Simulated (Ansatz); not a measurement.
The same path of ClFH4W (7 atoms, charge 0, multiplicity 1) was run twice with different band settings. Lost on the way: W1–H2, W1–H3, H6–H7. Made: H2–H3.

All numbers below come from RHF/def2-SVP in Ansatz 0.2.0.

Relaxed end points:

```xyz
7
Properties=species:S:1:pos:R:3
W -0.094 0.493 0.218
H 0.222 -0.266 1.683
H 1.489 0.330 -0.373
Cl 0.345 2.740 0.427
F -1.801 -0.191 -0.113
H 0.411 -1.341 -0.110
H 0.197 -1.094 -0.833
```

```xyz
7
Properties=species:S:1:pos:R:3
W -1.292 0.379 -0.381
H 3.016 -0.716 1.217
H 3.211 0.002 1.282
Cl -0.230 2.348 0.050
F -2.885 -0.337 -0.934
H -0.892 -0.550 0.950
H -0.159 -0.455 -1.284
```

Common settings: movable images 7; climbing image yes; spring 5.0 eV/Å²; start path through a guess of the saddle point; force threshold 0.05 eV/Å; iteration limit 60; end points relaxed.

| run | optimiser |
| --- | --- |
| 1 | quadratic models (default) |
| 2 | fire |

Problem. What does each run give, and how far can it be trusted?

Solution. Run 1: converged after 17 iterations, highest image 0.494 eV above the first end. The profile has 2 maxima (images 2, 4) with wells between them (image 3): this band takes more than one step, which may be the mechanism or a detour left from its start path. A vibrational analysis at the climbing image gives one clearly imaginary mode, 411i cm⁻¹: a first-order saddle point.
Run 2: not converged after 60 iterations, highest image 0.515 eV above the first end. The band didn't meet its force threshold, so its energies are provisional: the largest band force was still 0.17 eV/Å, and over the last iterations the top stayed at 0.52 eV.
The orbitals stay closed-shell, which can raise the energy where a bond breaks towards radicals; this wasn't checked here.
